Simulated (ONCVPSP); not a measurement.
## Pseudopotential generation for C: ONCV, BLYP, scalar-relativistic.

C, optimised norm-conserving Vanderbilt (ONCV), made with ONCVPSP 4.0.1 (BLYP, scalar-relativistic). Core [He], reference 2s2 (charge +2). Waves: 2s: rc 1.20 bohr, ncon 3, nbas 7, qcut 6.8 1/bohr, 1 projector; p scattering state at 0.24 Ha: rc 1.10 bohr, ncon 4, nbas 7, qcut 8.5 1/bohr, 2 projectors, debl 3.6 Ha; d scattering state at 0.22 Ha: rc 0.90 bohr, ncon 3, nbas 6, qcut 12.3 1/bohr, 2 projectors, debl 1.6 Ha. Local part: polynomial inside 0.65 bohr (lpopt 5, dvloc0 3 Ha). Core correction: Teter function, fcfact 2.25, rcfact 1.35.

In the p channel the program set the typed energies aside and used 0.050, 3.650 Ha.

All-electron outer shells of the reference configuration (BLYP, scalar-relativistic, ld1.x):

```tsv
shell	level (eV)	outermost node (bohr)	outermost maximum (bohr)
1s	-309.21	–	0.17
2s	-40.30	0.37	1.11
```

Task: Does the generator finish with these settings?

Result: Yes, a potential is produced and its reference levels are reproduced.

Task: Estimate the cutoffs (Ha) at which the residual kinetic energy of the hardest occupied pseudo-wave falls to 1 and 0.1 mHa per electron.

Result: 18 Ha and 24 Ha.

Task: Does the potential have ghost states?

Result: No bound ghost flagged; no localised positive-energy state flagged.

Task: Tests: 2s2 2p2; 2s2 2p1; 2s1; 2s1 2p2. Which has the largest error in its energy relative to the reference configuration, and how large is it?

Result: 2s1 2p2, with +149 meV (all-electron minus pseudo) on -15.53 eV.
